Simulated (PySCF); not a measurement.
From one molecule to another.

First species: C5H11N2PSi.
Geometry (GFN2-xTB, Å), atoms numbered from 1 in this order:
```xyz
20
C5H11N2PSi angstrom
C     -1.060    1.356    1.336
C     -0.600    0.665    0.064
C     -1.298   -0.683   -0.171
C     -1.249   -1.489    1.023
N     -1.208   -2.150    1.955
C     -0.543   -1.421   -1.287
N      0.860   -1.124   -1.122
Si     1.230    0.138   -0.026
P      2.555    1.664   -0.994
H     -2.133    1.546    1.313
H     -0.844    0.745    2.209
H     -0.549    2.310    1.448
H     -0.837    1.309   -0.790
H     -2.352   -0.551   -0.441
H     -0.724   -2.501   -1.223
H     -0.901   -1.072   -2.265
H      1.488   -1.672   -1.683
H      1.705   -0.350    1.283
H      2.757    2.379    0.171
H      3.697    0.913   -0.802
```

Second species: C5H10F2O2.
InChI=1S/C5H10F2O2/c1-4(6)5(7,8-2)9-3/h4H,1-3H3/t4-/m0/s1

Levels: PBE0/pcSseg-1 for HOMO energy, LUMO energy and HOMO–LUMO gap. Geometries: GFN2-xTB. All species are isolated and taken at one optimised geometry, non-relativistic unless stated; the electronic structure was computed with PySCF and density fitting.

The conformers computed, where there is a choice (atom-mapped SMILES and torsion angles):
- `[CH3:1][O:2][C:3]([F:4])([O:5][CH3:6])[C@H:7]([CH3:8])[F:9]`: C1–O2–C3–F4 -70°, O2–C3–O5–C6 175°, O2–C3–C7–C8 41°

The conformers of `C[C@@H]1[C@H](C#N)CN[Si@H]1P` aren't listed.

```tsv
property	column X	column Y
HOMO energy	-8.29 eV	-6.86 eV
LUMO energy	1.64 eV	0.21 eV
HOMO–LUMO gap	9.93 eV	7.07 eV
```

(1) Which column belongs to which species?

(2) How does each property change from the first species to the second?

## Answers

(1) Column X is the second species and column Y the first. The first has 20 atoms and 84 electrons, the second 19 and 74.

(2) HOMO energy -1.43 eV; LUMO energy +1.43 eV; HOMO–LUMO gap +2.86 eV.

